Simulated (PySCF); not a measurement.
CH5BeNS, SMILES C[S][Be][NH2]. Atoms are numbered in the order given.

```xyz
9

Be     0.1594    -1.0474     0.0000
N     -0.2596    -2.4858     0.0000
H     -0.4192    -3.0521     0.8267
H     -0.4192    -3.0521    -0.8267
S      0.7012     0.7736     0.0000
C     -0.9156     1.6352     0.0000
H     -1.5017     1.3964     0.8976
H     -0.7044     2.7131     0.0000
H     -1.5017     1.3964    -0.8976
```

Geometry optimised at PBE0-D3(BJ)/def2-SVP. One conformer was computed; it need not be the lowest.

All values below come from B3LYP/pcJ-1 (PySCF).

Isotropic couplings with Fermi-contact, spin-dipole and both spin-orbit terms, one fixed conformer, no vibrational averaging. Isotopes: 13C, 14N, 1H.

```csv
pair,bonds apart,J (Hz)
N2–H3,1,55.1
N2–H4,1,55.1
C6–H7,1,?
C6–H8,1,?
C6–H9,1,?
H3–H4,2,-10.8
H7–H8,2,?
H7–H9,2,?
H8–H9,2,?
H3–C6,4,-0.4
H4–C6,4,-0.4
```

What belongs in the gaps? (Estimate from the structure and the level; the computed values follow.)


- C6–H7, J (Hz): 148.6
- C6–H8, J (Hz): 147.5
- C6–H9, J (Hz): 148.6
- H7–H8, J (Hz): -13.3
- H7–H9, J (Hz): -10.6
- H8–H9, J (Hz): -13.3
